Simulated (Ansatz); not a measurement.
## Two structures, one formula

Two isomers of C$_{2}$H$_{6}$AlB, singlet, relaxed at PBE0-D4/def2-TZVP (vibrations not checked).

A:

Al1  (-0.667, 1.617, 0.266)
C2  (0.279, -0.035, 0.526)
B3  (-0.344, -1.362, 0.160)
C4  (0.749, -0.824, -0.742)
H5  (-1.271, 1.916, -1.173)
H6  (-0.838, 2.644, 1.464)
H7  (0.888, -0.044, 1.432)
H8  (-1.054, -2.250, 0.490)
H9  (0.536, -0.350, -1.696)
H10  (1.721, -1.312, -0.727)
(Å)

B:

```
10
angstrom
B -1.4086 0.3672 -0.7245
C -0.1304 -0.2674 -0.2879
C 0.6503 -1.3298 -0.5062
Al 0.6756 0.8806 1.1122
H -1.4082 1.2116 -1.5773
H -2.4245 0.1718 -0.1160
H 0.3895 -2.0957 -1.2356
H 1.5855 -1.4962 0.0247
H 2.0574 0.3397 1.6654
H 0.0134 2.2183 1.6453
```

Computed with Ansatz 0.2.0 (basis: def2-TZVPP); correlated methods freeze the cores. B3LYP uses VWN-RPA correlation.

Task: Which structure is lower at CCSD(T), and by how much? (An estimate is asked for; the value comes from the calculation.)

Result: Computed: B, by 0.193 eV (electronic energy, against the other). By their contacts, A is C₂H₆AlB ([AlH2][CH]1[BH][CH2]1) and B is C₂H₆AlB ([BH2][C]([CH2])[AlH2]).

All methods give the same order:

```csv
method,E(B) − E(A) (eV)
PBE-D4,-0.097
r2SCAN-D4,-0.074
PBE0-D4,-0.022
B3LYP-D4,-0.255
wB97M-V,-0.082
HF,-0.304
MP2,-0.079
CCSD,-0.175
CCSD(T),-0.193
```

T1 diagnostic: at most 0.014.

Labels in which every atom is bracketed show which atoms are joined, not bond orders.
